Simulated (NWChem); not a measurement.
System: AlH3SO2; SMILES [OH][Al]([SH])[OH]

Here is an NWChem input.

```
start job
memory heap 200 mb stack 900 mb global 1100 mb
geometry units angstroms
  Al     0.067362     0.458545     0.000000
  O     -1.201838     1.582197     0.000000
  H     -2.142206     1.402945     0.000000
  O      1.677144     0.989466     0.000000
  H      1.946240     1.909350     0.000000
  S     -0.258609    -1.693644     0.000000
  H      1.070836    -1.939440     0.000000
end
basis spherical
  * library def2-svp
end
dft
  xc slater vwn_5
  iterations 150
end
driver
  maxiter 120
end
task dft optimize
task dft freq
```

The level has its own optimisation; frequencies are unscaled.

Predict the main results of this run. (LDA (Slater exchange, VWN5)/def2-SVP.) Quantities: r Al–O (Å); r Al–S (Å); r H–O (Å); r H–S (Å); highest harmonic frequency (cm⁻¹); lowest (cm⁻¹); zero-point energy (kcal/mol); dipole (D).


```yaml
r Al–O (Å): 1.692
r Al–S (Å): 2.167
r H–O (Å): 0.970
r H–S (Å): 1.366
highest harmonic frequency (cm⁻¹): 3858
lowest (cm⁻¹): 154
zero-point energy (kcal/mol): 22.3
dipole (D): 1.21
```
